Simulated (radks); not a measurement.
Problem. Radial electron density D(r) = 4 pi r^2 rho(r) of an atom or ion with 6 electrons. All-electron calculation, scalar-relativistic Kohn-Sham, PBE, spin-polarised, spherical densities, finite nucleus; Fermi nuclear charge, rms radius of each element as measured or else 0.836 A^(1/3) + 0.57 fm. Program: a radial shooting solver on a logarithmic mesh with Libxc functionals.

```
   r/bohr * D(r) (the largest magnitude, 28, reaches the edge; | marks zero)
 0.003731 |  *
  0.00414 |   *
 0.004557 |   *
 0.005016 |    *
 0.005521 |     *
 0.006078 |      *
  0.00669 |       *
 0.007364 |        *
 0.008106 |          *
 0.008923 |            *
 0.009822 |              *
  0.01081 |                *
   0.0119 |                  *
  0.01321 |                     *
  0.01454 |                        *
    0.016 |                            *
  0.01761 |                               *
  0.01939 |                                  *
  0.02134 |                                      *
  0.02349 |                                         *
  0.02586 |                                             *
  0.02846 |                                                *
  0.03133 |                                                  *
  0.03449 |                                                    *
  0.03796 |                                                      *
  0.04179 |                                                      *
  0.04637 |                                                     *
  0.05104 |                                                    *
  0.05618 |                                                 *
  0.06185 |                                              *
  0.06808 |                                          *
  0.07494 |                                      *
  0.08249 |                                 *
   0.0908 |                              *
  0.09995 |                           *
     0.11 |                         *
   0.1211 |                        *
   0.1333 |                         *
   0.1467 |                          *
   0.1628 |                            *
   0.1792 |                              *
   0.1973 |                               *
   0.2172 |                               *
    0.239 |                              *
   0.2631 |                           *
   0.2896 |                       *
   0.3188 |                   *
   0.3509 |              *
   0.3863 |          *
   0.4252 |      *
   0.4681 |   *
   0.5194 | *
   0.5717 |*
   0.6293 |*
   0.6927 *
   0.7625 *
   0.8394 *
   0.9239 *
```

What is the nuclear charge?

Solution. Z = 24. The innermost maximum, from 1s, lies near gamma/Z bohr with gamma = sqrt(1 - (Z/c)^2) = 0.985, here 0.041 bohr (found: 0.0415), and its height grows with Z. The density is that of the chromium ion Cr18+ in [He] 2s2 2p2; the configuration itself is not fixed sharply by these data, and Z only to about a unit. D(r) has 2 maxima, at r = 0.0415, 0.209 bohr, and minima at 0.122 bohr, inside which lie 2.23 electrons.
